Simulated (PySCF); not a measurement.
Input for PySCF: R-MP2/6-31G* on AlH3Se2 (SMILES [SeH][AlH][SeH]), a point of a torsion scan.

```python
from pyscf import gto, scf, dft, mp
from pyscf.data.elements import chemcore

mol = gto.M(
    atom='''
    Se   -2.26620709   -0.33412320   -0.74878741
    Al   -0.42922931    1.00112868   -0.37072153
    Se    0.04497972    2.07849917    1.61762318
    H    -2.28569747   -0.70982343    0.64933478
    H     0.58427861    1.24419305   -1.49345682
    H     1.27781796    2.54834404    1.04154458
    ''',
    basis='6-31g*',
    cart=True,
    charge=0, spin=0, verbose=3, max_memory=1800)
mf = scf.RHF(mol)
mf.conv_tol = 1e-8
mf.max_cycle = 100
mf.kernel()
if not mf.converged:
    mf = mf.newton().run(mf.mo_coeff, mf.mo_occ)
pt = mp.MP2(mf, frozen=chemcore(mol)).run()
```

The log:

```
converged SCF energy = -5042.81393659056
E(RMP2) = -5043.39255465597  E_corr = -0.578618065419254
E(SCS-RMP2) = -5043.35352344553  E_corr = -0.53958685497201
```

The run converged.

Cost: about 5 core-seconds (a rough figure).
